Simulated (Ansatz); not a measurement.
Calculated with Ansatz (gas phase, PBE0-D4/def2-TZVP geometries, no zero-point term in ΔE). CBS: MP2 limit from def2 TZ/QZ plus the TZ coupled-cluster correction, frozen cores. This one scheme is used for every species. DFT in def2-TZVPP. B3LYP here is the variant with VWN-RPA as its local correlation; programs differ in this. For Ge outer-core shells are correlated without core-valence functions, which leaves a few kJ/mol of doubt a bond. Scalar relativity is left out up to krypton. One conformer a species, not always the lowest.

`S/C=[N]/[GeH2][Cl]` → `[Cl][GeH]` + `N=CS`  (germylene formation by 1,1-elimination)

`S/C=[N]/[GeH2][Cl]`:

```xyz
9

S    -1.834    0.873   -1.988
C    -0.701    0.044   -0.944
N    -0.314    0.488    0.170
Ge    0.892   -0.509    1.144
Cl    2.774    0.528    1.071
H    -1.990    1.929   -1.170
H    -0.388   -0.906   -1.404
H     0.449   -0.547    2.608
H     1.111   -1.899    0.512
```

`[Cl][GeH]`:

Z-matrix (Å, degrees):
```
Ge
Cl 1 2.183
H 1 1.600 2 93.7
```

`N=CS`:

Cartesian coordinates in Å:
```
N -0.594 0.818 0.379
C -0.140 -0.106 -0.350
S 1.229 -1.097 0.093
H -1.392 1.269 -0.065
H -0.536 -0.398 -1.329
H 1.432 -0.486 1.273
```

Q: Is it downhill or uphill in electronic energy at CCSD(T)/CBS, and by how much? (An estimate is asked.)

A: Computed: Uphill: ΔE = +126.2 kJ/mol.

Q: What do these levels give: B3LYP-D4, r2SCAN, PBE0, HF/def2-TZVPP, MP2/def2-TZVPP, SCS-MP2/def2-QZVPP? (Best estimate.)

A: Ansatz gave: B3LYP-D4 107.6, r2SCAN 132.5, PBE0 120.1, HF/def2-TZVPP 111.2, MP2/def2-TZVPP 155.5, SCS-MP2/def2-QZVPP 136.3 kJ/mol.

Largest T1 diagnostic among the species: 0.014.

In def2-TZVPP, CCSD(T) changes the Hartree–Fock value by +25.4 kJ/mol (the triples alone add +4.9 kJ/mol) and MP2 by +44.4 kJ/mol. The D4 term adds +15.2 kJ/mol with B3LYP and +8.5 kJ/mol with PBE0; it sums over pairs of atoms, weighted by their polarisabilities, and B3LYP, whose exchange is more repulsive, gets the larger term.
